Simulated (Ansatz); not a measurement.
Compare A (`O=C=N[SiH2]F`) with its isomer B (`O[Si]1(F)C=N1`).

Computed with Ansatz on PBE0-D4/def2-TZVP structures; ΔE is electronic, products minus reactants. CCSD(T)/CBS adds triple-zeta CCSD(T) − MP2 to the extrapolated MP2 energy (def2 sets, frozen cores). Functionals use def2-TZVPP. One conformer a species, not always the lowest.

Q: Which isomer does CCSD(T)/CBS put lower? Give the gap. (Estimate.)

A: Ansatz gave: A, by 105.8 kJ/mol.

Q: Give E(B) − E(A) in kJ/mol with CCSD(T)/def2-TZVPP, PBE0-D4, CCSD(T)/def2-SVP, r2SCAN-D4, CCSD/def2-TZVPP, LDA (SPW92), PBE-D4. (An estimate is asked.)

A: Computed: CCSD(T)/def2-TZVPP 114.3, PBE0-D4 124.9, CCSD(T)/def2-SVP 168.3, r2SCAN-D4 131.7, CCSD/def2-TZVPP 113.6, LDA (SPW92) 123.8, PBE-D4 133.3. None reverses the order clearly.

Largest T1 diagnostic: 0.015.

The D4 term adds −3.1 kJ/mol with B3LYP and −1.4 kJ/mol with PBE0; it sums over pairs of atoms, weighted by their polarisabilities, and B3LYP, whose exchange is more repulsive, gets the larger term. Leaving LDA and LC-ωPBE aside and taking each functional with its dispersion term where it has one, the values, not all of them listed here, spread over 34.7 kJ/mol, from ωB97M-V to BLYP-D4. LDA lies −11.4 kJ/mol from PBE without D4.

B3LYP here is the variant with VWN-RPA as its local correlation; programs differ in this.
